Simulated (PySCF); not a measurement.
A GIAO shielding run with PySCF (density fitting, non-relativistic, gas phase) on `C[N+]1(C)[BH2-][C@@H](C2CC2)CC1`, C$_{8}$H$_{18}$BN:

```
$ OMP_NUM_THREADS=1 python probes_run.py task.json out

{"job": {"kind": "nmr", "xc": "PBE0", "basis": "pcSseg-1"}, "charge": 0, "multiplicity": 1}
C      2.795221    -0.243514     1.126701
N      1.775478    -0.150936     0.078182
C      2.151168     0.898765    -0.881029
B      0.263395     0.155617     0.692361
C     -0.699652    -0.553615    -0.431927
C     -1.600052     0.379546    -1.205752
C     -2.961336     0.727688    -0.691711
C     -2.822680    -0.126304    -1.921687
C      0.256476    -1.339234    -1.358037
C      1.575125    -1.450017    -0.614049
H      2.509641    -1.029452     1.835404
H      3.782957    -0.468061     0.692220
H      2.840647     0.711097     1.666723
H      1.355494     1.025568    -1.622485
H      3.093383     0.638381    -1.391418
H      2.269474     1.845755    -0.341640
H      0.172720     1.372407     0.811576
H      0.250663    -0.417649     1.778306
H     -1.350624    -1.278926     0.086065
H     -1.073816     1.203633    -1.705629
H     -3.321760     1.753257    -0.808174
H     -3.287249     0.244210     0.233932
H     -3.057094    -1.191483    -1.830818
H     -3.091726     0.308377    -2.888725
H      0.400555    -0.803451    -2.311639
H     -0.111658    -2.339984    -1.633415
H      2.448212    -1.687239    -1.246678
H      1.504683    -2.212681     0.175427
```

Hardware: 1 thread of an Arm Neoverse N1, shared host. The job also computes population analyses, field gradients, ring-centre shieldings.

Question: How large is the calculation?

Answer: 78 electrons, 260 basis functions and 1332 auxiliary functions.

Question: How long does it take, and how much memory does it need?

Answer: 2.2 min of wall time, with 13 SCF cycles and 4 response iterations; peak memory 1.3 GiB. Times on a shared host scatter by some tens of per cent.

Question: And these other runs on the same molecule and hardware: GIAO shielding at WP04/pcSseg-1?

Answer: WP04/pcSseg-1: 260 functions, 2.1 min.
